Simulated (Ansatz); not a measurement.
Program: Ansatz. Geometries: PBE0-D4/def2-TZVP. ΔE: electronic, gas phase. CCSD(T)/CBS is the MP2 limit (def2-TZVPP, def2-QZVPP) plus CCSD(T) − MP2 in def2-TZVPP, frozen cores. DFT in def2-TZVPP. For Mg outer-core shells are correlated without core-valence functions, which leaves a few kJ/mol of doubt a bond. Each species was taken in one conformer, which may not be the lowest.

Consider the redistribution: `[SiH3][O][Mg][Cl]` + `CN([SiH3])[SiH3]` → `[SiH3][N]([SiH3])[Mg][Cl]` + `CO[SiH3]`.

```csv
level,ΔE (kJ/mol)
BLYP-D4,71.6
CAM-B3LYP-D4,75.7
r2SCAN0,72.0
MP2/def2-TZVPP,76.0
```

Problem. What does CCSD(T)/CBS give? (Estimate.)

Solution. Ansatz gave: +73.1 kJ/mol. The listed levels differ from it by -1.5, 2.6, -1.1, 2.9 kJ/mol.

Largest T1 diagnostic among the species: 0.011.

From BLYP to BHLYP (50 % exact exchange), in def2-TZVPP and without D4, ΔE moves by +4.5 kJ/mol. At CCSD(T), def2-SVP lies +6.7 kJ/mol from the extrapolated value and def2-TZVPP −1.8 kJ/mol. Leaving LDA and LC-ωPBE aside and taking each functional with its dispersion term where it has one, the values, not all of them listed here, spread over 8.4 kJ/mol, from PBE-D4 to CAM-B3LYP-D4. LDA lies +3.9 kJ/mol from PBE without D4.
